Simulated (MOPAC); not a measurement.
A run for MOPAC: AM1 on AsBFH3O (SMILES OB(F)[AsH2]), a point of a torsion scan.

```
AM1 1SCF PRECISE CHARGE=0 THREADS=1
AsBFH3O

O     -1.43831838 1     0.14485150 1    -0.53822797 1
B     -0.61713281 1    -0.45062616 1     0.32765574 1
F     -1.20522803 1    -1.37849440 1     1.08697306 1
As     1.36221065 1    -0.08199989 1     0.66987836 1
H     -1.08960885 1     0.82462446 1    -1.11317809 1
H      1.62515129 1     0.30278162 1    -0.76785959 1
H      1.73792315 1    -1.49566823 1     0.34894015 1
```

It printed:

```
*******************************************************************************
 **                                                                           **
 **                              MOPAC v23.2.5                                **
 **                                                                           **
 *******************************************************************************
 ** MOPAC's Digital Object Identifier: https://doi.org/10.5281/zenodo.6511958 **
 **                                                                           **
 ** Please cite the open-source release paper for use of this MOPAC version:  **
 ** J. E. Moussa and J. J. P. Stewart (2026)                                  **
 ** MOPAC: An open-source semiempirical molecular orbital program             **
 ** J. Open Source Softw., 11(119), 8025, https://doi.org/10.21105/joss.08025 **
 *******************************************************************************

                              AM1 CALCULATION RESULTS

 *******************************************************************************
 *  AM1        - The AM1 Hamiltonian to be used
 *
 *
 *
 *                 CHARGE ON SYSTEM = 0
 *
 *
 *
 *  PRECISE    - TIGHTER CRITERIA TO BE USED
 *  1SCF       - DO 1 SCF AND THEN STOP
 *  THREADS=1  - MULTI-THREADING NOT USED
 *  T=         - A TIME OF 172800.0 SECONDS REQUESTED
 *  DUMP=N     - RESTART FILE WRITTEN EVERY 7200.0 SECONDS REQUESTED
 *******************************************************************************
AM1 1SCF PRECISE CHARGE=0 THREADS=1
 AsBFH3O

   ATOM   CHEMICAL          X               Y               Z
  NUMBER   SYMBOL      (ANGSTROMS)     (ANGSTROMS)     (ANGSTROMS)

     1       O         -1.43831838  *   0.14485150  *  -0.53822797  *
     2       B         -0.61713281  *  -0.45062616  *   0.32765574  *
     3       F         -1.20522803  *  -1.37849440  *   1.08697306  *
     4      As          1.36221065  *  -0.08199989  *   0.66987836  *
     5       H         -1.08960885  *   0.82462446  *  -1.11317809  *
     6       H          1.62515129  *   0.30278162  *  -0.76785959  *
     7       H          1.73792315  *  -1.49566823  *   0.34894015  *



          CARTESIAN COORDINATES

    NO.       ATOM           X           Y           Z

     1         O         -1.4383      0.1449     -0.5382
     2         B         -0.6171     -0.4506      0.3277
     3         F         -1.2052     -1.3785      1.0870
     4        As          1.3622     -0.0820      0.6699
     5         H         -1.0896      0.8246     -1.1132
     6         H          1.6252      0.3028     -0.7679
     7         H          1.7379     -1.4957      0.3489

  H: (AM1): M.J.S. DEWAR ET AL, J. AM. CHEM. SOC. 107 3902-3909 (1985)
  B: (AM1): M.J.S. DEWAR ET AL, ORGANOMETALLICS, 7, 513-521 (1988)
  O: (AM1): M.J.S. DEWAR ET AL, J. AM. CHEM. SOC. 107 3902-3909 (1985)
  F: (AM1): M.J.S. DEWAR AND E. G. ZOEBISCH, THEOCHEM, 180, 1 (1988).
 As: (AM1): J. J. P. STEWART, J. MOL. MOD., 10, 155-164 (2004)

           Empirical Formula: H3 O B F As  =     7 atoms



      MOLECULAR POINT GROUP   :   C1


      RHF CALCULATION, NO. OF DOUBLY OCCUPIED LEVELS = 12


 -------------------------------------------------------------------------------
 AM1 1SCF PRECISE CHARGE=0 THREADS=1
 AsBFH3O



     1SCF WAS SPECIFIED, SO BFGS WAS NOT USED
     SCF FIELD WAS ACHIEVED


                              AM1 CALCULATION
                                                       MOPAC v23.2.5 Linux




          FINAL HEAT OF FORMATION =       -157.41722 KCAL/MOL =    -658.63366 KJ/MOL


          COSMO AREA              =        106.64 SQUARE ANGSTROMS
          COSMO VOLUME            =         91.71 CUBIC ANGSTROMS

          IONIZATION POTENTIAL    =         10.181022 EV
          HOMO LUMO ENERGIES (EV) =        -10.181  0.139
          NO. OF FILLED LEVELS    =         12
          MOLECULAR WEIGHT        =        123.7531         POINT GROUP:  C1

          MOLECULAR DIMENSIONS (Angstroms)

            Atom       Atom       Distance
            H     7    H     5     3.93910
            H     6    F     3     3.76213
            O     1   As     4     1.12806


          SCF CALCULATIONS        =          1





   ATOM   CHEMICAL          X               Y               Z
  NUMBER   SYMBOL      (ANGSTROMS)     (ANGSTROMS)     (ANGSTROMS)

     1       O         -1.43831838  *   0.14485150  *  -0.53822797  *
     2       B         -0.61713281  *  -0.45062616  *   0.32765574  *
     3       F         -1.20522803  *  -1.37849440  *   1.08697306  *
     4      As          1.36221065  *  -0.08199989  *   0.66987836  *
     5       H         -1.08960885  *   0.82462446  *  -1.11317809  *
     6       H          1.62515129  *   0.30278162  *  -0.76785959  *
     7       H          1.73792315  *  -1.49566823  *   0.34894015  *

                             CARTESIAN COORDINATES

   1    O       -1.438318380     0.144851500    -0.538227970
   2    B       -0.617132810    -0.450626160     0.327655740
   3    F       -1.205228030    -1.378494400     1.086973060
   4   As        1.362210650    -0.081999890     0.669878360
   5    H       -1.089608850     0.824624460    -1.113178090
   6    H        1.625151290     0.302781620    -0.767859590
   7    H        1.737923150    -1.495668230     0.348940150


           Empirical Formula: H3 O B F As  =     7 atoms



      MOLECULAR POINT GROUP   :   C1


                  EIGENVALUES
 -49.33487 -38.05014 -22.61295 -20.36628 -17.48541 -16.20431 -15.88322 -14.82125
 -13.30801 -12.59033 -11.62235 -10.18102   0.13886   1.04666   1.22143   2.39938
   3.36576   6.52812   7.00819


              NET ATOMIC CHARGES AND DIPOLE CONTRIBUTIONS

  ATOM NO.   TYPE          CHARGE      No. of ELECS.   s-Pop       p-Pop
    1          O          -0.339686        6.3397     1.81809     4.52159
    2          B           0.067563        2.9324     1.22030     1.71213
    3          F          -0.158688        7.1587     1.88771     5.27098
    4         As           0.428403        4.5716     1.85153     2.72007
    5          H           0.253654        0.7463     0.74635
    6          H          -0.140169        1.1402     1.14017
    7          H          -0.111077        1.1111     1.11108
 DIPOLE           X         Y         Z       TOTAL
 POINT-CHG.     2.519     2.098     0.509     3.318
 HYBRID        -0.696    -0.993    -2.096     2.422
 SUM            1.824     1.105    -1.587     2.658


          ATOMIC ORBITAL ELECTRON POPULATIONS

     Atom    s        px        py        pz
    1  O   1.81809   1.53399   1.49680   1.49080
    2  B   1.22030   0.72036   0.49348   0.49830
    3  F   1.88771   1.87263   1.66463   1.73372
    4 As   1.85153   0.84859   0.92098   0.95050
    5  H   0.74635
    6  H   1.14017
    7  H   1.11108

 **********************
 *                    *
 * JOB ENDED NORMALLY *
 *                    *
 **********************




 == MOPAC DONE ==
```

The run finished.

Cost: around 0.03 core-seconds (rough).
